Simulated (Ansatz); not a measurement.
```yaml
crystal:
  periodic: [false, false, false]
  atoms:
    - {symbol: N, position_ang: [-0.256475, 1.004359, -0.318606]}
    - {symbol: Si, position_ang: [0.253132, -0.520107, 0.111118]}
    - {symbol: F, position_ang: [0.406913, -0.891312, 1.647049]}
    - {symbol: Br, position_ang: [-0.920508, -1.986272, -0.848019]}
    - {symbol: H, position_ang: [-1.299233, 1.193245, -0.221578]}
    - {symbol: H, position_ang: [0.196883, 1.844151, -0.133096]}
    - {symbol: H, position_ang: [1.690955, -0.612117, -0.381758]}
basis:
  gaussian: {orbitals: def2-mTZVP}
hamiltonian: {xc: {name: wB97X-D}}
accuracy: high
scf: {lower_state_search: off}
```

```sh
$ ansatz run in.yaml --threads 2 --pin off --events-out ev --progress --plain --max-ram 22528MiB --backend cpu
```

It prints (some lines left out):

```
Error: YAML parse error: error: line 13 column 19: hamiltonian.xc: no functional is named "wB97X-D"; the names, which are not case-sensitive, are SVWN5, SPW92, PBE, PBE0, PBEsol, revPBE, revPBE0, RPBE, rPW86-PBE, HSE06, wPBEh, LC-wPBE, HISS, HF, BLYP, B3LYP, B3LYP5, BHLYP, CAM-B3LYP, r2SCAN, r2SCANh, r2SCAN0, r2SCAN50, m-r2SCAN, B97, wB97, wB97X, wB97X-V, B97M-V, wB97M-V, B2PLYP, B2GP-PLYP, PBE0-DH, PBE-QIDH
11 | basis:
12 |   gaussian: {orbitals: def2-mTZVP}
13 | hamiltonian: {xc: {name: wB97X-D}}
14 | accuracy: high
15 | scf: {lower_state_search: off}
```

Task: What is wrong with this run?

Result: The method's name isn't one that the program takes here. The input was rejected before any iteration.

HSE06 is defined as in plane-wave codes.
